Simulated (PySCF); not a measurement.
[Ni(H2O)6]2+ holds Ni(II), d8, at total charge +2. The structure is a model geometry with rigid ligands and bond lengths from ionic radii, not a minimum; coordination octahedral, point group Th, metal–donor distances 2.05 Å.

Method (PySCF 2.14, density fitting): CASSCF(8,5) with orbitals averaged over all microstates of the shell, strongly contracted NEVPT2 on the averaged canonical orbitals; basis x2c-TZVPall on the metal, x2c-SVPall elsewhere; spin-free X2C; gas phase; spin-orbit coupling by state interaction with the mean-field operator over all roots.

CASSCF energies above the lowest CASSCF root:

```
state  CASSCF / cm⁻¹
  3Ag              0
  3Tg           6777
  3Tg          11760
  1Eg          18714
  1Tg          24556
  3Tg          27847
  1Ag          29475
  1Tg          31665
  1Eg          35727
  1Tg          36458
  1Ag          70538
```

Task: How does dynamic correlation (SC-NEVPT2) move these states?

Result: 
| state | NEVPT2 / cm⁻¹ | shift / cm⁻¹ |
| --- | --- | --- |
| 3Ag | 0 | 0 |
| 3Tg | 8555 | +1778 |
| 3Tg | 14564 | +2804 |
| 1Eg | 16753 | -1961 |
| 1Tg | 24402 | -153 |
| 3Tg | 27420 | -427 |
| 1Ag | 27966 | -1508 |
| 1Tg | 31210 | -455 |
| 1Eg | 36687 | +959 |
| 1Tg | 37395 | +937 |
| 1Ag | 64586 | -5952 |

NEVPT2 lifts 3Tg from 6777 to 8555 cm⁻¹; on the d shell alone it tends to overshoot states that fill the eg-type orbitals.
